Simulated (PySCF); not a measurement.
Fill in the blanks.

Compound: C4H10O2S.
SMILES: `CCCS(C)(=O)=O`

Conformer (atom-mapped SMILES and torsion angles): `[CH3:1][CH2:2][CH2:3][S:4]([CH3:5])(=[O:6])=[O:7]`: C1–C2–C3–S4 73°, C2–C3–S4–C5 167°.

```tsv
property	level	value
point group of the GFN2-xTB geometry	GFN2-xTB	?
rotational constants A, B, C of the GFN2-xTB geometry	GFN2-xTB	3.829, 1.559, 1.490 GHz
dipole moment	CAM-B3LYP/def2-SVPD	?
HOMO energy	CAM-B3LYP/def2-SVPD	-9.62 eV
LUMO energy	CAM-B3LYP/def2-SVPD	0.78 eV
lowest singlet excitation	TDDFT CAM-B3LYP/def2-SVPD	7.58 eV (163 nm, f = 0.010)
strongest line among the 8 lowest singlet transitions	TDDFT CAM-B3LYP/def2-SVPD	S5 at 8.66 eV (143 nm, f = 0.101)
lowest triplet excitation (Tamm–Dancoff)	TDA CAM-B3LYP/def2-SVPD	7.40 eV
static isotropic polarisability	CAM-B3LYP/def2-SVPD	75.4 au
electronic spatial extent ⟨r²⟩ about the centre of nuclear charge	CAM-B3LYP/def2-SVPD	?
```

Gas-phase values; electronic properties from PySCF, density fitting. Geometry: GFN2-xTB, one conformer, isolated molecule.

Task: The point group of the GFN2-xTB geometry?

Result: C1.

Task: What is the electronic spatial extent ⟨r²⟩ about the centre of nuclear charge?

Result: 957 bohr².

Task: What is the dipole moment?

Result: 4.60 D.

The principal polarisabilities are 68.3, 70.6 and 87.3 au; their mean is the isotropic value. The 8 singlets span 7.58 to 8.81 eV, and their oscillator strengths add up to 0.32. No computed singlet falls in the visible range (750 to 380 nm, 1.65 to 3.26 eV); S1 lies 4.32 eV above its blue end. In atomic units the dipole is 1.81 e·bohr (1 au = 2.5417 D).
